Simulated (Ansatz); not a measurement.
Two members of one family (Series GeH2X2), computed with Ansatz in the gas phase. The two geometries come from different levels. Binding counts from free atoms in the multiplicity of their measured ground term, without zero-point energy. The structures are stationary points that may keep the symmetry of their start.

First: Ge(SH)2H2 (singlet, charge 0, PBE-D4/def2-TZVP geometry).

```xyz
7

Ge    0.096    0.641    0.076
S     1.184   -0.613   -1.426
H     0.046   -1.032   -2.029
S    -1.359   -0.554    1.288
H    -0.412   -1.411    1.739
H    -0.775    1.726   -0.597
H     1.221    1.242    0.950
```

```json
{"level": "PBE-D4/def2-SVP", "HOMO (eV)": "-5.96", "LUMO (eV)": "-1.16", "gap (eV)": "4.80", "binding per atom (eV)": "2.82"}
{"level": "r2SCAN-D4/def2-TZVPD", "HOMO (eV)": "-6.45", "LUMO (eV)": "-1.42", "gap (eV)": "5.03", "binding per atom (eV)": "2.85"}
{"level": "PBE0-D4/def2-SVP", "HOMO (eV)": "-7.23", "LUMO (eV)": "-0.22", "gap (eV)": "7.01", "binding per atom (eV)": "2.79"}
{"level": "PBE0-D4/def2-TZVP", "HOMO (eV)": "-7.35", "LUMO (eV)": "-0.66", "gap (eV)": "6.70", "binding per atom (eV)": "2.81"}
{"level": "r2SCAN0-D4/def2-TZVP", "HOMO (eV)": "-7.54", "LUMO (eV)": "-0.52", "gap (eV)": "7.02", "binding per atom (eV)": "2.80"}
```

Second: Ge(OH)2H2 (singlet, charge 0, r2SCAN-D4/def2-TZVP geometry).

```xyz
7

Ge    0.261   -0.322   -0.270
O    -0.824    0.949   -0.881
H    -1.751    0.750   -0.715
O     1.061    0.238    1.213
H     0.434    0.455    1.912
H     1.401   -0.489   -1.267
H    -0.581   -1.582    0.008
```

Problem. Estimate how these quantities change from the first to the second (second minus first).

Solution. 
| level | Δ HOMO (eV) | Δ LUMO (eV) | Δ gap (eV) | Δ binding per atom (eV) |
| --- | --- | --- | --- | --- |
| PBE-D4/def2-SVP | -0.71 | 1.09 | 1.80 | 0.54 |
| r2SCAN-D4/def2-TZVPD | -1.00 | 0.98 | 1.97 | 0.52 |
| PBE0-D4/def2-SVP | -1.19 | 1.10 | 2.29 | 0.48 |
| PBE0-D4/def2-TZVP | -1.29 | 0.99 | 2.28 | 0.49 |
| r2SCAN0-D4/def2-TZVP | -1.38 | 1.19 | 2.58 | 0.47 |
